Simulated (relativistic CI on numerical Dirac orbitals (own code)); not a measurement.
Calculated at this level of theory: Dirac-Coulomb-Breit CI, KLI orbitals optimised for each configuration, model QED (radiative potential, 1s self-energy scaled to tabulated hydrogen-like ionisation energies), unscaled Slater integrals (own radial code, finite nucleus).

Configuration list (outside the closed core 1s2): 2s2 2p2, 2s 2p3, 2p4, 2p3 3s, 2p3 3p, 2p3 3d, 2s2 2p 3s, 2s2 2p 3p, 2s2 2p 3d, 2s 2p2 3s, 2s 2p2 3p, 2s 2p2 3d, 2s2 2p 4s, 2s2 2p 4p, 2s2 2p 4d, 2s2 2p 4f, 2s2 3s2, 2s 2p2 4s, 2s 2p2 4p, 2s2 3s 3p, 2s 2p2 4d, 2s 2p2 4f, 2s2 3s 3d, 2s2 2p 5s, 2s2 3p2, 2s2 2p 5p, 2s2 2p 5d, 2s2 2p 5f, 2s2 2p 5g, 2s2 3p 3d, 2s 2p 3s2, 2s2 3d2, 2s 2p 3s 3p, 2s 2p 3s 3d, 2s 2p 3p2, 2s 2p 3p 3d. Levels of other configurations are missing.

At this charge energies of transitions that change n are usually good to better than 1 %, and those within a shell (Δn = 0) to a few per cent.

Outline of the computed level scheme of Hf LXVII. Lowest level of each configuration: 2s2 2p2 3P_0 at 0.0 eV; 2s 2p3 3P°_2 at 1533.1 eV; 2p4 3P_2 at 3191.9 eV; 2s2 2p 3s 3P°_0 at 9755.1 eV; 2s2 2p 3p 3D_1 at 9840.3 eV; 2s 2p2 3s 5P_1 at 10018.8 eV; 2s 2p2 3p 3P°_1 at 10112.6 eV; 2s2 2p 3d 3F°_2 at 10293.5 eV; 2s 2p2 3d 3D_1 at 10559.2 eV.

Some strong electric-dipole decays among the lowest 45 levels: 2s2 2p 3d 3D°_1 → 2s2 2p2 3P_0 (1.7e+15 s⁻¹); 2s 2p2 3d 3D_3 → 2s 2p3 3P°_2 (1.4e+15 s⁻¹); 2s2 2p 3d 3F°_3 → 2s2 2p2 1D_2 (1.4e+15 s⁻¹); 2s2 2p 3d 3P°_2 → 2s2 2p2 3P_1 (1.2e+15 s⁻¹); 2s 2p2 3d 3F_2 → 2s 2p3 3D°_1 (1.2e+15 s⁻¹); 2s 2p2 3p 3P°_1 → 2s2 2p2 3P_0 (5.0e+14 s⁻¹); 2s 2p2 3p 3D°_1 → 2s2 2p2 3P_0 (5.0e+14 s⁻¹); 2s 2p2 3d 3D_2 → 2s 2p3 3P°_2 (2.5e+14 s⁻¹).

LS names give the leading component of a level, which can be under half, so a name can repeat, a term be missing and a line seem to break the LS rules.
